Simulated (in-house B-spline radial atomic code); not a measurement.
Orbital energies and mean radii along the 56-electron series, configuration [Xe] 4f2. The effective charge is n√(-2ε), a non-relativistic measure. Computed with a radial B-spline atomic code at the basis-set limit: Dirac-Hartree-Fock, average of the configuration, finite nuclei.

```json
{"ion": "Ce2+", "Z": "58", "energy of 4d5/2 (Eh)": "-4.8145", "mean radius of 4d5/2 (bohr)": "0.75495", "energy of 5s1/2 (Eh)": "-2.1864", "mean radius of 5s1/2 (bohr)": "1.5697", "energy of 4d3/2 (Eh)": "-4.9399", "mean radius of 4d3/2 (bohr)": "0.74507", "effective charge of 4d5/2": "12.412"}
{"ion": "Pr3+", "Z": "59", "energy of 4d5/2 (Eh)": "-5.7339", "mean radius of 4d5/2 (bohr)": "0.72811", "energy of 5s1/2 (Eh)": "-2.7885", "mean radius of 5s1/2 (bohr)": "1.4894", "energy of 4d3/2 (Eh)": "-5.8741", "mean radius of 4d3/2 (bohr)": "0.71844", "effective charge of 4d5/2": "13.546"}
{"ion": "Nd4+", "Z": "60", "energy of 4d5/2 (Eh)": "-6.7532", "mean radius of 4d5/2 (bohr)": "0.70261", "energy of 5s1/2 (Eh)": "-3.456", "mean radius of 5s1/2 (bohr)": "1.4156", "energy of 4d3/2 (Eh)": "-6.9097", "mean radius of 4d3/2 (bohr)": "0.69316", "effective charge of 4d5/2": "14.7"}
```
